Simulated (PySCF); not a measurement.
# CH₉NSi₂: full NMR table

- Formula: CH9NSi2
- SMILES: CN[SiH2][SiH3]
- Point group of the computed structure: C1
- Degrees of unsaturation: 0
- Carbon signals: 1
- Proton signals: 4

Bonds (- single, = double, # triple, : aromatic): C1-N2 1.442 Å, N2-Si3 1.724 Å, Si3-Si4 2.305 Å. C1 carries H5, H6, H7; N2 carries H8; Si3 carries H9, H10; Si4 carries H11, H12, H13.

All values are calculated (PySCF 2.14): NMR shieldings at PBE0/pcSseg-1/GIAO, coordinates at the GFN2-xTB level. Rapidly exchanging positions averaged, non-relativistic, one conformer, isolated molecule.

δ = σ(ref) − σ, references computed at the same level: ¹H and ¹³C and ²⁹Si vs TMS; NH3 for ¹⁵N.

| carbon | δC, type | δH (multiplicity) | HMBC from (2–3 bonds) | span of the C tensor (ppm) |
| --- | --- | --- | --- | --- |
| C1 | 34.2, CH3 | 2.76 (s) | H9/H10 | 55 |

Other nuclei:
| atoms | nucleus | environment | δ (ppm) | σ (ppm) |
| --- | --- | --- | --- | --- |
| H9/H10 | ¹H | hydrogen on a silicon bonded to N, Si | 5.04 | 26.67 |
| H11/H12/H13 | ¹H | hydrogen on a silicon bonded to Si | 3.41 | 28.31 |
| H8 | ¹H | hydrogen on a nitrogen bonded to C, Si | -0.37 | 32.08 |
| Si3 | ²⁹Si | silicon bonded to N, Si, 2 H | -49.3 | 398.5 |
| Si4 | ²⁹Si | silicon bonded to Si, 3 H | -125.4 | 474.6 |
| N2 | ¹⁵N | nitrogen bonded to C, Si, H | 6.7 | 261.0 |

- δC 34.2: methyl carbon bonded to N; pulled downfield by the heteroatom.
- δH 5.04: hydrogen on a silicon bonded to N, Si.
- δH 3.41: hydrogen on a silicon bonded to Si.
- δH 2.76: hydrogen on a methyl carbon bonded to N; its carbon carries N, an electronegative neighbour.
- δH -0.37: hydrogen on a nitrogen bonded to C, Si; labile proton, position sensitive to the medium.

OH and NH positions are those of a molecule without intermolecular hydrogen bonds; in solution they move with solvent, concentration and temperature, and exchange usually removes their couplings. Shifts are as computed. Against solution values, carbons near 30 ppm lie about +3 ppm off and those near 130 ppm about +5 ppm (rms about the fit 2.1 ppm; single classes can miss by 10 ppm). Of 1328 compounds with measured shifts, 309 miss one by over three times the rms of a fit or turn the order of signals round; such compounds aren't used in these exercises. Signals without a measured value on file couldn't be tested in this way; 1H shifts scatter by 0.2 ppm about their fit, and single ones miss by 0.5 ppm. Experimental scales use liquid or dissolved standards, which lie at an offset from isolated NH3 (liquid NH3: subtract about 20 ppm). No couplings were computed; multiplicities are counted from neighbouring protons, with m where these are inequivalent, close in shift, in a saturated or five-membered ring or joined by F or P, and br s for small geminal =CH2 splittings.
